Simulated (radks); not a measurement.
The numbers below are computed, except where a source is named.
Isoelectronic series with 20 electrons, each ion in its NIST ground configuration. Code: a radial shooting solver on a logarithmic mesh with Libxc functionals. Model: non-relativistic Kohn-Sham, BLYP, spin-polarised, spherical densities, point nucleus; open shells are filled with parallel spins first. Total energies (hartree) and mean radii <r> (bohr) (* marks an orbital that is empty in some or all of the ions):

| ion | configuration | E (hartree) | 4s* | 3p | 3s |
|---|---|---|---|---|---|
| Ca | [Ar] 4s2 | -677.58522 | 4.012 | 1.274 | 1.163 |
| Ti2+ | [Ar] 3d2 | -848.61103 | 2.903 | 1.085 | 1.013 |
| Cr4+ | [Ar] 3d2 | -1040.59839 | 2.223 | 0.9180 | 0.8816 |
| Fe6+ | [Ar] 3d2 | -1253.17498 | 1.831 | 0.7958 | 0.7787 |
| Ni8+ | [Ar] 3d2 | -1486.28262 | 1.568 | 0.7029 | 0.6970 |
| Zn10+ | [Ar] 3d2 | -1739.89310 | 1.376 | 0.6298 | 0.6309 |
| Ge12+ | [Ar] 3d2 | -2013.98991 | 1.228 | 0.5708 | 0.5763 |
| Se14+ | [Ar] 3d2 | -2308.56248 | 1.110 | 0.5221 | 0.5305 |
